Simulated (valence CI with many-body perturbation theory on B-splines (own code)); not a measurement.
Tb⁵⁸⁺: calculated level list

Method: valence CI with perturbative core correlation (CI+MBPT): five valence electrons over a frozen Dirac-Fock core [He], radial functions for each j: 9 s, 9 p, 8 d, 6 f, 3 g, 1 h, with the one-electron correlation potential Σ1, the two-electron term Σ2, the three-electron term Σ3, Breit, model QED; selected CI, second order for the rest (own B-spline code, finite nucleus).

No measured spectrum was set against this ion. As an estimate, large intervals hold to a few tenths of a per cent, small ones and those within an open d or f shell to about a per cent. Among the levels kept, up to 1200 cm⁻¹ of a level comes from second order outside the variational space, and about a tenth of that is noise between levels of different J, which matters for small intervals.

Levels 1 to 45 of 72, with energies above the lowest level, (2s^2 2p1/2^2 2p3/2) J=3/2. "Leading %" is the weight of the configuration and term that name the level; weights of strongly mixed levels are sums over their largest components and can fall short. In the jj column 3d3/2^4 stands for four electrons in 3d with j = 3/2. Lifetimes count E1, E2, E3, M1 and M2 decay at the calculated energies, and are blank where another channel may lead or the interval is too uncertain; long ones can be off by a factor of two.

```csv
No.,Configuration,Term,J,E (× 10³ cm⁻¹),Leading %,Second component,Lifetime,Leading jj
1,2s2 2p3,2P°,3/2,0.00,48,27 % 2s2 2p3 2D°,,2s^2 2p1/2^2 2p3/2 (100 %)
2,2s2 2p3,4S°,3/2,6127.4,55,45 % 2s2 2p3 2D°,237 ps,2s^2 2p1/2 2p3/2^2 (100 %)
3,2s2 2p3,2D°,5/2,6307.4,100,,1.39 ns,2s^2 2p1/2 2p3/2^2 (100 %)
4,2s2 2p3,2P°,1/2,6648.5,100,,404 ps,2s^2 2p1/2 2p3/2^2 (100 %)
5,2s 2p4,4P,5/2,8418.8,71,28 % 2s 2p4 2D,1.11 ps,2s 2p1/2^2 2p3/2^2 (100 %)
6,2s 2p4,2S,1/2,9134.5,64,27 % 2s 2p4 4P,290 fs,2s 2p1/2^2 2p3/2^2 (100 %)
7,2s 2p4,2P,3/2,9146.0,50,35 % 2s 2p4 2D,161 fs,2s 2p1/2^2 2p3/2^2 (99 %)
8,2s2 2p3,2P°,3/2,12789,52,28 % 2s2 2p3 2D°,69.1 ps,2s^2 2p3/2^3 (99 %)
9,2s 2p4,4P,3/2,14737,84,12 % 2s 2p4 2D,334 fs,2s 2p1/2 2p3/2^3 (100 %)
10,2s 2p4,2D,5/2,15043,71,28 % 2s 2p4 4P,331 fs,2s 2p1/2 2p3/2^3 (100 %)
11,2s 2p4,2P,1/2,15458,64,36 % 2s 2p4 4P,129 fs,2s 2p1/2 2p3/2^3 (99 %)
12,2s 2p4,2D,3/2,15536,53,46 % 2s 2p4 2P,130 fs,2s 2p1/2 2p3/2^3 (100 %)
13,2p5,2P°,3/2,18065,99,,111 fs,2p1/2^2 2p3/2^3 (99 %)
14,2s 2p4,4P,1/2,21723,37,36 % 2s 2p4 2S,151 fs,2s 2p3/2^4 (99 %)
15,2p5,2P°,1/2,24401,100,,82.1 fs,2p1/2 2p3/2^4 (100 %)
16,2s2 2p2 3s,4P,1/2,54476,47,31 % 2s2 2p2 3s 2S,8.54 fs,2s^2 2p1/2^2 3s (100 %)
17,2s2 2p2 3p,2P°,1/2,55170,46,39 % 2s2 2p2 3p 4D°,726 fs,2s^2 2p1/2^2 3p1/2 (100 %)
18,2s2 2p2 3p,2P°,3/2,57098,34,20 % 2s2 2p2 3p 4D°,752 fs,2s^2 2p1/2^2 3p3/2 (100 %)
19,2s2 2p2 3d,2D,3/2,57730,42,33 % 2s2 2p2 3d 4F,6.64 fs,2s^2 2p1/2^2 3d3/2 (100 %)
20,2s2 2p2 3d,2D,5/2,58306,35,18 % 2s2 2p2 3d 4D,1.22 fs,2s^2 2p1/2^2 3d5/2 (100 %)
21,2s2 2p2 3s,4P,3/2,60690,88,10 % 2s2 2p2 3s 2P,12.6 fs,2s^2 2p1/2 2p3/2 3s (100 %)
22,2s2 2p2 3s,2P,1/2,60762,67,33 % 2s2 2p2 3s 4P,5.88 fs,2s^2 2p1/2 2p3/2 3s (100 %)
23,2s2 2p2 3s,2D,5/2,60842,64,36 % 2s2 2p2 3s 4P,11.6 fs,2s^2 2p1/2 2p3/2 3s (100 %)
24,2s2 2p2 3s,2D,3/2,60888,64,35 % 2s2 2p2 3s 2P,6.25 fs,2s^2 2p1/2 2p3/2 3s (100 %)
25,2s2 2p2 3p,4P°,1/2,61378,48,28 % 2s2 2p2 3p 4D°,1.07 ps,2s^2 2p1/2 2p3/2 3p1/2 (100 %)
26,2s2 2p2 3p,4D°,3/2,61426,56,22 % 2s2 2p2 3p 2D°,982 fs,2s^2 2p1/2 2p3/2 3p1/2 (100 %)
27,2s2 2p2 3p,2F°,5/2,61533,49,31 % 2s2 2p2 3p 2D°,739 fs,2s^2 2p1/2 2p3/2 3p1/2 (100 %)
28,2s2 2p2 3p,2P°,3/2,61801,42,26 % 2s2 2p2 3p 2D°,367 fs,2s^2 2p1/2 2p3/2 3p1/2 (99 %)
29,2s 2p3 3s,4P°,5/2,62665,45,27 % 2s 2p3 3s 6S°,17.9 fs,2s 2p1/2^2 2p3/2 3s (94 %)
30,2s 2p3 3s,2P°,3/2,62873,33,25 % 2s 2p3 3s 4S°,7.27 fs,2s 2p1/2^2 2p3/2 3s (95 %)
31,2s2 2p2 3p,4P°,1/2,63206,22,18 % 2s2 2p2 3p 2S°,22.2 fs,2s^2 2p1/2 2p3/2 3p3/2 (68 %)
32,2s2 2p2 3p,4D°,5/2,63265,52,31 % 2s2 2p2 3p 4P°,220 fs,2s^2 2p1/2 2p3/2 3p3/2 (95 %)
33,2s2 2p2 3p,2D°,3/2,63315,50,20 % 2s2 2p2 3p 4P°,291 fs,2s^2 2p1/2 2p3/2 3p3/2 (96 %)
34,2s 2p3 3s,2P°,3/2,63359,18,16 % 2s 2p3 3s 2D°,20.4 fs,2s 2p1/2^2 2p3/2 3s (69 %)
35,2s2 2p2 3p,2F°,7/2,63375,64,36 % 2s2 2p2 3p 4D°,637 fs,2s^2 2p1/2 2p3/2 3p3/2 (100 %)
36,2s 2p3 3s,4D°,1/2,63396,20,19 % 2s2 2p2 3p 2P°,10.7 fs,2s 2p1/2^2 2p3/2 3s (60 %)
37,2s 2p3 3p,4P,3/2,63445,29,23 % 2s 2p3 3p 6P,7.00 fs,2s 2p1/2^2 2p3/2 3p1/2 (98 %)
38,2s 2p3 3p,2D,5/2,63452,25,19 % 2s 2p3 3p 4D,2.83 fs,2s 2p1/2^2 2p3/2 3p1/2 (98 %)
39,2s2 2p2 3p,2P°,3/2,63570,25,21 % 2s2 2p2 3p 4S°,47.0 fs,2s^2 2p1/2 2p3/2 3p3/2 (70 %)
40,2s2 2p2 3p,2D°,5/2,63572,64,16 % 2s2 2p2 3p 2F°,542 fs,2s^2 2p1/2 2p3/2 3p3/2 (99 %)
41,2s2 2p2 3p,2P°,1/2,63747,79,6 % 2s2 2p2 3p 4D°,80.4 fs,2s^2 2p1/2 2p3/2 3p3/2 (91 %)
42,2s2 2p2 3d,4F,3/2,63955,40,26 % 2s2 2p2 3d 2P,2.70 fs,2s^2 2p1/2 2p3/2 3d3/2 (93 %)
43,2s2 2p2 3d,4F,5/2,63976,53,39 % 2s2 2p2 3d 2F,10.9 fs,2s^2 2p1/2 2p3/2 3d3/2 (99 %)
44,2s2 2p2 3d,4D,1/2,63996,68,14 % 2s2 2p2 3d 2P,3.58 fs,2s^2 2p1/2 2p3/2 3d3/2 (88 %)
45,2s 2p3 3p,2P,1/2,64031,16,14 % 2s 2p3 3p 4P,2.39 fs,2s 2p1/2^2 2p3/2 3p1/2 (80 %)
```

The ionisation energy to 2s2 2p2 3P_0 of the next ion comes out as 12564 eV (NIST: 12563 ± 6 eV (theoretical)). All 72 levels together are meant to be complete up to 66611 × 10³ cm⁻¹.
